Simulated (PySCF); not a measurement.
Run record: excited-state job, [CuCl4]- (`[Cl][Cu-]([Cl])([Cl])[Cl]`).

Method: TDDFT wB97X-D/def2-SVPD, vertical, gas phase, core orbitals frozen in the response (PySCF 2.14.0, density-fitted response routines). Geometry: PBE0-D3(BJ)/def2-SVP. The input is one job of a driver script: a line of settings, then coordinates in Å.

Input:
```
{"job": {"kind": "uv", "xc": "wB97X-D", "basis": "def2-SVPD", "ip": false, "nstates": 15}, "charge": -1, "multiplicity": 1}
Cu     0.000052     0.000002    -0.000016
Cl     2.196565    -0.020476     0.006730
Cl     0.020405     2.196569     0.005730
Cl    -2.196556     0.020401     0.000734
Cl    -0.020457    -2.196506    -0.013178
```

Q: Estimate the output.

A: 
```
coarse grid: 32704 points
cycle   1  E = -3479.4031670521  dE =  8.011e-01  |g| = 3.071e+00  |ddm| = 2.632e+00
cycle   2  E = -3477.7341522257  dE =  1.669e+00  |g| = 3.622e+00  |ddm| = 6.773e+00
cycle   3  E = -3480.4992462784  dE = -2.765e+00  |g| = 1.191e+00  |ddm| = 5.882e+00
cycle   4  E = -3480.7328584513  dE = -2.336e-01  |g| = 4.534e-01  |ddm| = 1.103e+00
cycle   5  E = -3480.7617864770  dE = -2.893e-02  |g| = 2.722e-01  |ddm| = 3.423e-01
cycle   6  E = -3480.7687764807  dE = -6.990e-03  |g| = 1.554e-01  |ddm| = 1.117e-01
cycle   7  E = -3480.7724271920  dE = -3.651e-03  |g| = 9.506e-03  |ddm| = 1.336e-01
cycle   8  E = -3480.7724394509  dE = -1.226e-05  |g| = 2.028e-03  |ddm| = 8.805e-03
cycle   9  E = -3480.7724400574  dE = -6.065e-07  |g| = 2.790e-04  |ddm| = 1.919e-03
final grid: 60024 points
cycle  10  E = -3480.7713740470  dE = -8.649e-07  |g| = 1.040e-03  |ddm| = 4.574e-03
cycle  11  E = -3480.7713740888  dE = -4.180e-08  |g| = 1.060e-03  |ddm| = 2.402e-03
cycle  12  E = -3480.7713741995  dE = -1.107e-07  |g| = 7.843e-04  |ddm| = 1.195e-03
cycle  13  E = -3480.7713742861  dE = -8.660e-08  |g| = 2.374e-05  |ddm| = 4.452e-04
cycle  14  E = -3480.7713742863  dE = -2.092e-10  |g| = 1.171e-05  |ddm| = 5.251e-05
converged SCF energy = -3480.7713742863

Static polarisability (au): isotropic 116.657, principal 66.674 141.648 141.648

Singlet excitations
state   eV       nm        f      main configurations
  1   0.9352   1325.8   0.00000   H->L 1.00
  2   1.7290    717.1   0.00000   H-4->L 0.59, H-5->L 0.36
  3   1.7290    717.1   0.00000   H-5->L 0.59, H-4->L 0.36
  4   1.8486    670.7   0.01688   H-1->L 0.91
  5   1.8486    670.7   0.01688   H-2->L 0.91
  6   1.8511    669.8   0.00043   H-3->L 1.00
  7   2.1875    566.8   0.00000   H-6->L 0.90, H-15->L 0.10
  8   2.8397    436.6   0.00000   H-7->L 1.00
  9   3.0746    403.3   0.00000   H-10->L 0.71, H-14->L 0.28
 10   4.0091    309.3   0.00002   H-11->L 0.94
 11   4.0091    309.3   0.00002   H-12->L 0.94
 12   4.3563    284.6   0.40063   H-8->L 0.85
 13   4.3563    284.6   0.40062   H-9->L 0.85
 14   4.7250    262.4   0.00000   H-15->L 0.89, H-6->L 0.10
 15   5.7388    216.0   0.00000   H-14->L 0.69, H-10->L 0.27

Triplet excitations (Tamm-Dancoff, eV): 0.6745 1.2235 1.2236 1.3368
```

The SCF starts on a coarse grid where the log names one; the energy can jump when the final grid takes over, and dE then counts from the start density on the new grid. H and L stand for HOMO and LUMO; the number after each pair is its weight.

Q: Give S1 in cm⁻¹ and kJ/mol.

A: 0.9352 eV × 8065.54 = 7543 cm⁻¹; × 96.485 = 90.2 kJ/mol.

Q: Give the mean polarisability as a volume in Å³, and the ratio of the largest to the smallest principal value.

A: 116.657 au × 0.148185 = 17.29 Å³; 141.648/66.674 = 2.12.

Summary of the converged run: HOMO -5.47 eV, LUMO 0.08 eV; lowest singlet 0.94 eV; lowest triplet 0.67 eV (Tamm–Dancoff); mean polarisability 116.7 au.

Hardware: x86-64 server, one thread, no GPU, shared host. Cost: 15 s.
Labels such as C1 count atoms from 1, the log's own numbers from 0.

Note: wB97X-D ran without an empirical dispersion term, which enters the total energy and its gradient alone.
